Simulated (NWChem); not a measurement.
Species: HfH$_{4}$; SMILES [HfH4]

Program: NWChem. The geometry was optimised at PBE-D3(BJ)/def2-SVP. def2 effective core potentials on Hf; no spin-orbit coupling.

**Question.** Predict the results for KT2/def2-SVP. Quantities: highest occupied level (eV); orbital gap (eV).

**Answer.** 
```json
{
  "highest occupied level (eV)": "-7.10",
  "orbital gap (eV)": "3.86"
}
```
